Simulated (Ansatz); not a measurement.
Geometry optimisation, UKS LDA/def2-SVP (Ansatz 0.2.0).

Input file:

```yaml
crystal:
  periodic: [false, false, false]
  atoms:
    - { symbol: Se, position_ang: [-0.442, 1.4177, -1.5798] }
    - { symbol: Sn, position_ang: [0.3445, 0.1526, 0.4315] }
    - { symbol: S, position_ang: [-0.2763, -2.1832, 0.2801] }
    - { symbol: S, position_ang: [1.844, -1.6914, -0.1831] }
    - { symbol: H, position_ang: [-1.919, 1.4299, -1.0496] }
    - { symbol: H, position_ang: [0.4908, 0.8104, 2.0548] }
magnetization:
  spin_polarized: true
basis:
  gaussian: { orbitals: def2-SVP }
hamiltonian:
  xc: lda
relax:
  f_tol: 0.02
  max_steps: 40
```

Command:

```bash
$ ansatz run input.yaml --threads 2 --pin off --max-ram 3072MiB --backend cpu --events-out ev --progress --plain --runs-dir out
```

**Question.** Where does it end, and by what steps?

**Answer.** The run converged. The force dipped under the threshold on the way, but the program's further checks kept it going. After 20 steps the energy has fallen by 0.178 eV; H5 moved furthest, 1.02 Å.

```tsv
step	energy less start (eV)	largest force component (eV/Å)	accepted
0	0.0000	1.320	yes
1	-0.1234	0.309	yes
2	-0.1321	0.038	yes
3	-0.1333	0.029	yes
4	-0.1405	0.084	yes
5	-0.1300	0.717	no
6	-0.1486	0.061	yes
7	-0.1539	0.264	yes
8	-0.1656	0.066	yes
9	-0.1680	0.045	yes
10	-0.1620	0.430	no
11	-0.1722	0.013	yes
12	-0.1735	0.156	yes
13	-0.1748	0.099	yes
14	-0.1769	0.007	yes
15	-0.1750	0.256	no
16	-0.1775	0.046	yes
17	-0.1777	0.060	yes
18	-0.1779	0.035	yes
19	-0.1780	0.028	yes
20	-0.1781	0.008	yes
```

```xyz
6
Properties=species:S:1:pos:R:3
Se -0.920 1.043 -1.649
Sn 0.136 -0.090 0.319
S 0.043 -2.479 0.404
S 1.994 -1.533 -0.114
H -1.295 2.191 -0.785
H 0.084 0.803 1.779
```

Whether the end is a true minimum wasn't checked by a vibrational analysis.

The run took 67 s on 2 threads of Arm Neoverse N1, on a shared host, peak memory 0.18 GiB.
